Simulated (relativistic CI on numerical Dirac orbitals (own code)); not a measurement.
## Forbidden transitions in Sb¹⁰⁺

Computed by Dirac-Coulomb-Breit CI, KLI orbitals optimised for each configuration, model QED, unscaled Slater integrals (own radial code, finite nucleus).

Configurations in the expansion (outside the closed core [Ar] 3d10): 4s2.4p6.4d5, 4s2.4p5.4d6, 4s2.4p6.4d4.4f, 4s2.4p6.4d4.5s, 4s2.4p4.4d7, 4s.4p6.4d6, 4s2.4p6.4d4.5p, 4s2.4p6.4d3.5s2, 4s2.4p6.4d3.4f.5s, 4s2.4p6.4d4.5d, 4s2.4p6.4d3.5s.5p, 4p6.4d7, 4s2.4p6.4d3.5p2, 4s2.4p6.4d4.6s, 4s2.4p6.4d4.5g. Levels of other configurations are missing.

```tsv
λ vac (nm)	Lower	Upper	Type	A (s⁻¹)	E lower (cm⁻¹)	E upper (cm⁻¹)
150.93	4s2.4p6.4d5 6S_5/2 [1]	4s2.4p6.4d5 2D_5/2 [14]	M1	2.39e+01	0.0	66257.8
172.37	4s2.4p6.4d5 6S_5/2 [1]	4s2.4p6.4d5 4D_3/2 [12]	M1	4.45e+01	0.0	58016.0
178.17	4s2.4p6.4d5 6S_5/2 [1]	4s2.4p6.4d5 4D_5/2 [10]	M1	4.79e+01	0.0	56125.8
225.25	4s2.4p6.4d5 6S_5/2 [1]	4s2.4p6.4d5 4G_5/2 [5]	M1	5.71e+01	0.0	44395.0
228.25	4s2.4p6.4d5 6S_5/2 [1]	4s2.4p6.4d5 4P_3/2 [3]	M1	1.01e+02	0.0	43811.3
259.03	4s2.4p6.4d5 6S_5/2 [1]	4s2.4p6.4d5 4G_5/2 [2]	M1	7.80e+01	0.0	38605.5
298.27	4s2.4p6.4d5 4G_7/2 [4]	4s2.4p6.4d5 2H_9/2 [20]	M1	2.33e+01	44160.9	77687.5
309.81	4s2.4p6.4d5 4G_11/2 [6]	4s2.4p6.4d5 2H_9/2 [20]	M1	1.27e+01	45410.2	77687.5
313.47	4s2.4p6.4d5 4G_9/2 [7]	4s2.4p6.4d5 2F_7/2 [21]	M1	5.48e+01	46129.9	78031.2
316.88	4s2.4p6.4d5 4G_9/2 [7]	4s2.4p6.4d5 2H_9/2 [20]	M1	4.48e+01	46129.9	77687.5
342.61	4s2.4p6.4d5 4G_7/2 [4]	4s2.4p6.4d5 4F_5/2 [19]	M1	1.51e+01	44160.9	73348.7
360.59	4s2.4p6.4d5 4G_5/2 [2]	4s2.4p6.4d5 2D_3/2 [15]	M1	3.00e+01	38605.5	66338.2
361.63	4s2.4p6.4d5 4G_5/2 [2]	4s2.4p6.4d5 2D_5/2 [14]	M1	1.45e+01	38605.5	66257.8
412.09	4s2.4p6.4d5 4G_11/2 [6]	4s2.4p6.4d5 4F_9/2 [17]	M1	1.42e+01	45410.2	69677.0
443.91	4s2.4p6.4d5 4P_3/2 [3]	4s2.4p6.4d5 2D_3/2 [15]	M1	4.14e+01	43811.3	66338.2
452.55	4s2.4p6.4d5 4G_7/2 [4]	4s2.4p6.4d5 2D_5/2 [14]	M1	2.47e+01	44160.9	66257.8
457.40	4s2.4p6.4d5 4G_5/2 [5]	4s2.4p6.4d5 2D_5/2 [14]	M1	1.32e+02	44395.0	66257.8
469.42	4s2.4p6.4d5 4G_9/2 [7]	4s2.4p6.4d5 2F_7/2 [16]	M1	1.70e+01	46129.9	67432.9
498.14	4s2.4p6.4d5 4G_11/2 [6]	4s2.4p6.4d5 2I_11/2 [13]	M1	2.04e+01	45410.2	65484.8
703.99	4s2.4p6.4d5 4P_3/2 [3]	4s2.4p6.4d5 4D_3/2 [12]	M1	1.84e+01	43811.3	58016.0
```

Terms are leading LS components. Brackets give the number of a level in order of energy, since labels repeat. The list gives strong lines, with weight on those to low levels, among the lowest 200 of 2774 levels, so that lines to higher ones, which can be the strongest, are missing. Levels whose partners in the same complex of configurations lie outside the list can be far off, and so can their lines. Rates are taken at the computed energies, electric ones in the length gauge.

At this charge energies of transitions that change n are usually good to better than 1 %, and those within a shell (Δn = 0) to a few per cent. Terms inside the open d or f shell come out 10 to 20 % too wide with unscaled integrals. Levels and lines within the n = 5 or 6 shells can be off by up to 10 % or somewhat more, and those that change n by about 2 %, since core polarisation is missing.

LS names give the leading component of a level, which can be under half, so a name can repeat, a term be missing and a line seem to break the LS rules.
